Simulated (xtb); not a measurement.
xtb input (GFN1-xTB):

```bash
xtb mol.xyz --gfn 1 --sp --chrg -1 --uhf 0
```
mol.xyz:
```
14

Si     0.11758219    -0.05707383    -0.00147873
C      1.62318459    -0.85601232    -0.44647040
C     -1.29710923     0.43064439    -1.22800562
N     -0.81316657    -1.07647710     1.11663454
N      0.45215582     1.54115568     0.69807580
H      2.44057215    -0.30247731    -0.90728558
H      1.65568043    -1.92622025    -0.64764955
H     -2.14508077     0.92021729    -0.72971310
H     -1.67655735    -0.45700817    -1.74409525
H     -0.91760185     1.11307927    -1.99515179
H     -0.26882741    -1.84292284     1.48956258
H     -1.70543236    -1.41846412     0.78620726
H      0.11302013     2.34345526     0.18467742
H      1.42869948     1.66883198     0.92803398
```

Output:

```
           -------------------------------------------------
          |                Calculation Setup                |
           -------------------------------------------------

           -------------------------------------------------
          |                 G F N 1 - x T B                 |
           -------------------------------------------------

        Reference                      10.1021/acs.jctc.7b00118
      * Hamiltonian:
        H0-scaling (s, p, d)           1.850000    2.250000    2.000000
        zeta-weighting                 0.000000
      * Dispersion:
        s8                             2.400000
        a1                             0.630000
        a2                             5.000000
        s9                             0.000000
      * Repulsion:
        kExp                           1.500000
        rExp                           1.000000
      * Coulomb:
        alpha                          2.000000
        third order                    atomic
        anisotropic                    false
      * Halogen bond correction:
        rad-scale                      1.300000
        damping                        0.440000

          ...................................................
          :                      SETUP                      :
          :.................................................:
          :  # basis functions                  44          :
          :  # atomic orbitals                  43          :
          :  # shells                           29          :
          :  # electrons                        32          :
          :  # halogen bonds                     0          :
          :  max. iterations                   250          :
          :  Hamiltonian                  GFN1-xTB          :
          :  restarted?                      false          :
          :  GBSA solvation                  false          :
          :  PC potential                    false          :
          :  electronic temp.          300.0000000     K    :
          :  accuracy                    1.0000000          :
          :  -> integral cutoff          0.2500000E+02      :
          :  -> integral neglect         0.1000000E-07      :
          :  -> SCF convergence          0.1000000E-05 Eh   :
          :  -> wf. convergence          0.2000000E-04 e    :
          :  Broyden damping             0.4000000          :
          :  net charge                         -1          :
          :  unpaired electrons                  0          :
          ...................................................

 iter      E             dE          RMSdq      gap      omega  full diag
   1    -17.7357650 -0.177358E+02  0.815E+00    5.69       0.0  T
   2    -17.7756857 -0.399207E-01  0.490E+00    4.89       1.0  T
   3    -17.7734423  0.224339E-02  0.764E-01    4.95       1.0  T
   4    -17.7771644 -0.372212E-02  0.165E-01    4.97       1.0  T
   5    -17.7773480 -0.183580E-03  0.469E-02    4.97       1.0  T
   6    -17.7773529 -0.486757E-05  0.607E-03    4.96       4.4  T
   7    -17.7773530 -0.121887E-06  0.151E-03    4.96      17.7  T
   8    -17.7773530 -0.215516E-07  0.212E-04    4.96     126.3  T
   9    -17.7773530 -0.154728E-09  0.329E-05    4.96     812.0  T
  10    -17.7773530 -0.782308E-11  0.985E-06    4.96    2712.0  T

   *** convergence criteria satisfied after 10 iterations ***

         #    Occupation            Energy/Eh            Energy/eV
      -------------------------------------------------------------
         1        2.0000           -0.5314477             -14.4614
       ...           ...                  ...                  ...
        10        2.0000           -0.2746887              -7.4747
        11        2.0000           -0.2649909              -7.2108
        12        2.0000           -0.2570044              -6.9934
        13        2.0000           -0.2232558              -6.0751
        14        2.0000           -0.2023927              -5.5074
        15        2.0000           -0.1930558              -5.2533
        16        2.0000           -0.1274318              -3.4676 (HOMO)
        17                          0.0549521               1.4953 (LUMO)
        18                          0.0603909               1.6433
        19                          0.0808305               2.1995
        20                          0.0974178               2.6509
        21                          0.1118459               3.0435
       ...                                ...                  ...
        43                          1.4838836              40.3785
      -------------------------------------------------------------
                  HL-Gap            0.1823839 Eh            4.9629 eV
             Fermi-level           -0.0362398 Eh           -0.9861 eV

 SCC (total)                   0 d,  0 h,  0 min,  0.023 sec
 SCC setup                      ...        0 min,  0.000 sec (  0.800%)
 Dispersion                     ...        0 min,  0.000 sec (  0.438%)
 classical contributions        ...        0 min,  0.000 sec (  0.240%)
 integral evaluation            ...        0 min,  0.006 sec ( 24.421%)
 iterations                     ...        0 min,  0.006 sec ( 24.069%)
 molecular gradient             ...        0 min,  0.011 sec ( 48.239%)
 printout                       ...        0 min,  0.000 sec (  1.675%)

         :::::::::::::::::::::::::::::::::::::::::::::::::::::
         ::                     SUMMARY                     ::
         :::::::::::::::::::::::::::::::::::::::::::::::::::::
         :: total energy             -17.569909543983 Eh    ::
         :: gradient norm              0.023626460278 Eh/a0 ::
         :: HOMO-LUMO gap              4.962919141728 eV    ::
         ::.................................................::
         :: SCC energy               -17.777353019861 Eh    ::
         :: -> electrostatic           0.167554697993 Eh    ::
         :: repulsion energy           0.212516262208 Eh    ::
         :: dispersion energy         -0.005072786330 Eh    ::
         :: halogen bond corr.         0.000000000000 Eh    ::
         :: add. restraining           0.000000000000 Eh    ::
         :: total charge              -1.000000000000 e     ::
         :::::::::::::::::::::::::::::::::::::::::::::::::::::

           -------------------------------------------------
          |                Property Printout                |
           -------------------------------------------------

    * Orbital Energies and Occupations

         #    Occupation            Energy/Eh            Energy/eV
      -------------------------------------------------------------
         1        2.0000           -0.5314477             -14.4614
       ...           ...                  ...                  ...
         4        2.0000           -0.3636240              -9.8947
         5        2.0000           -0.3419056              -9.3037
         6        2.0000           -0.3413674              -9.2891
         7        2.0000           -0.3302681              -8.9871
         8        2.0000           -0.3139338              -8.5426
         9        2.0000           -0.3119185              -8.4877
        10        2.0000           -0.2746887              -7.4747
        11        2.0000           -0.2649909              -7.2108
        12        2.0000           -0.2570044              -6.9934
        13        2.0000           -0.2232558              -6.0751
        14        2.0000           -0.2023927              -5.5074
        15        2.0000           -0.1930558              -5.2533
        16        2.0000           -0.1274318              -3.4676 (HOMO)
        17                          0.0549521               1.4953 (LUMO)
Note: The following floating-point exceptions are signalling: IEEE_DENORMAL
normal termination of xtb
        18                          0.0603909               1.6433
        19                          0.0808305               2.1995
        20                          0.0974178               2.6509
        21                          0.1118459               3.0435
        22                          0.1266446               3.4462
        23                          0.1321572               3.5962
        24                          0.1337901               3.6406
        25                          0.1621382               4.4120
        26                          0.1705344               4.6405
        27                          0.1969274               5.3587
       ...                                ...                  ...
        43                          1.4838836              40.3785
      -------------------------------------------------------------
                  HL-Gap            0.1823839 Eh            4.9629 eV
             Fermi-level           -0.0362398 Eh           -0.9861 eV

  Mulliken/CM5 charges         n(s)   n(p)   n(d)
     1Si    0.19131  0.11629   1.062  1.848  0.899
     2C    -0.47361 -0.52046   0.990  3.483  0.000
     3C    -0.18988 -0.29834   1.004  3.186  0.000
     4N    -0.53863 -0.94619   1.441  4.098  0.000
     5N    -0.53863 -0.94619   1.441  4.098  0.000
     6H    -0.01847  0.03685   1.018  0.000  0.000
     7H    -0.01847  0.03685   1.018  0.000  0.000
     8H    -0.01233  0.04238   1.012  0.000  0.000
     9H    -0.01623  0.03842   1.016  0.000  0.000
    10H    -0.01623  0.03842   1.016  0.000  0.000
    11H     0.15995  0.35306   0.840  0.000  0.000
    12H     0.15563  0.34793   0.844  0.000  0.000
    13H     0.15563  0.34793   0.844  0.000  0.000
    14H     0.15995  0.35306   0.840  0.000  0.000

Wiberg/Mayer (AO) data.
largest (>0.10) Wiberg bond orders for each atom

 ---------------------------------------------------------------------------
     #   Z sym  total        # sym  WBO       # sym  WBO       # sym  WBO
 ---------------------------------------------------------------------------
     1  14 Si   5.052 --     2 C    1.664     4 N    1.113     5 N    1.113
                             3 C    0.911
     2   6 C    3.694 --     1 Si   1.664     7 H    0.952     6 H    0.952
     3   6 C    3.904 --     9 H    0.970    10 H    0.970     8 H    0.969
                             1 Si   0.911
     4   7 N    3.076 --     1 Si   1.113    12 H    0.947    11 H    0.945
     5   7 N    3.076 --     1 Si   1.113    13 H    0.947    14 H    0.945
     6   1 H    1.007 --     2 C    0.952
     7   1 H    1.007 --     2 C    0.952
     8   1 H    1.005 --     3 C    0.969
     9   1 H    1.015 --     3 C    0.970
    10   1 H    1.015 --     3 C    0.970
    11   1 H    0.990 --     4 N    0.945
    12   1 H    0.984 --     4 N    0.947
    13   1 H    0.984 --     5 N    0.947
    14   1 H    0.990 --     5 N    0.945
 ---------------------------------------------------------------------------

Topologies differ in total number of bonds
Writing topology from bond orders to xtbtopo.mol

 dipole moment from electron density (au)
     X       Y       Z
  -1.2017   0.5482  -0.2040  total (Debye):    3.397

           -------------------------------------------------
          | TOTAL ENERGY              -17.569909543983 Eh   |
          | GRADIENT NORM               0.023626460278 Eh/α |
          | HOMO-LUMO GAP               4.962919141728 eV   |
           -------------------------------------------------

------------------------------------------------------------------------
------------------------------------------------------------------------
 total:
 SCF:
```

It need not be the lowest isomer of its formula. Whether it binds its extra electron was not tested at this geometry.
